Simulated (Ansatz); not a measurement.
Ansatz (a first-principles code) input (CCSD(T)/def2-QZVPP):
A basis named .json is the Basis Set Exchange file of that set.

Ansatz 0.2 input:
```yaml
crystal:
  periodic: [false, false, false]
  atoms:
    - {symbol: Sr, position_ang: [-0.00000000, -0.00000000, -0.33687817]}
    - {symbol: O, position_ang: [0.00000000, 0.00000000, 1.60017132]}
basis:
  gaussian:
    orbitals: def2-QZVPP.json
magnetization: {spin_polarized: false}
correlation: {method: ccsd_t, electrons: outside_noble_gas}
```

End of the output:

```
integrals: 0.18 GiB planned
762 factors; integrals over basis functions are off by at most 1.3e-3 eV
mean field: 0.24 GiB planned
mean field evaluation 1: about -2851.8225 eV, gradient 7.0e1 eV
mean field evaluation 2: about -2851.8265 eV, gradient 7.0e1 eV
mean field evaluation 4: about -2854.6313 eV, gradient 5.7e1 eV
mean field evaluation 8: about -2862.3325 eV, gradient 2.7e-1 eV
mean field evaluation 16: about -2851.8225 eV, gradient 7.0e1 eV
mean field evaluation 32: about -2858.2542 eV, gradient 2.1e1 eV
mean field evaluation 64: about -2851.6939 eV, gradient 3.1e-1 eV
mean field evaluation 96: about -2850.9845 eV, gradient 6.6e-2 eV
mean field evaluation 128: about -2850.8612 eV, gradient 3.1e-4 eV
mean field -2862.33304627 eV, -105.1887992915 hartree, gradient 2.7e-6 eV, S^2 0.000000; 0 other end points of the search recorded, 0 dependent functions left out
5 core orbitals not correlated
reference -2862.33304627 eV, -105.1887992915 hartree; 4, 4 occupied and 111, 111 virtual orbitals, 762 factors
second order -8.90139305 eV of doubles, -0.00000000 eV of singles
coupled cluster: 0.38 GiB planned
cycle   1  -7.71381366 eV  change     1.2e0 eV  update   1.9e-1
cycle   2  -8.14282401 eV  change   -4.3e-1 eV  update   1.5e-1
cycle   3  -8.23485216 eV  change   -9.2e-2 eV  update   3.6e-2
cycle   4  -8.27274107 eV  change   -3.8e-2 eV  update   1.9e-2
cycle   5  -8.26139563 eV  change    1.1e-2 eV  update   1.0e-2
cycle   6  -8.25865638 eV  change    2.7e-3 eV  update   4.8e-3
cycle   7  -8.26010685 eV  change   -1.5e-3 eV  update   3.5e-3
cycle   8  -8.25986056 eV  change    2.5e-4 eV  update   2.0e-3
cycle   9  -8.25886729 eV  change    9.9e-4 eV  update   1.1e-3
cycle  10  -8.25923752 eV  change   -3.7e-4 eV  update   5.7e-4
cycle  11  -8.25979344 eV  change   -5.6e-4 eV  update   3.5e-4
cycle  12  -8.25969256 eV  change    1.0e-4 eV  update   2.5e-4
cycle  13  -8.25950723 eV  change    1.9e-4 eV  update   1.1e-4
cycle  14  -8.25956601 eV  change   -5.9e-5 eV  update   4.0e-5
cycle  15  -8.25953140 eV  change    3.5e-5 eV  update   2.4e-5
cycle  16  -8.25950532 eV  change    2.6e-5 eV  update   7.8e-6
cycle  17  -8.25950623 eV  change   -9.1e-7 eV  update   4.4e-6
perturbative correction -0.48935615 eV, -0.0179835068 hartree
Total energy: -2871.08190865 eV, -105.5103140537 hartree
```
